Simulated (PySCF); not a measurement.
## Electron correlation in Ti (titanium, neutral)

[Ar] 3d2 4s1 4p1, one real determinant (an excited configuration). Calculation: PySCF 2.14, in aug-cc-pVDZ; the non-relativistic Hamiltonian (point nucleus). Frozen: [Ar]; 4 electrons correlated.

```tsv
level	correlation energy (mhartree)
CCSD	-17.53
(T)	-0.47
CCSD(T)	-18.00
```

Diagnostics: T1 = 0.011, D1 = 0.0232, largest double amplitude 0.072.

Question: Is a single reference adequate?

Answer: Mostly. T1 lies below 0.03, but a double amplitude of this size points to a near-degeneracy that CCSD handles and MP2 describes poorly.

The reference is one real determinant that mixes LS terms of this configuration.
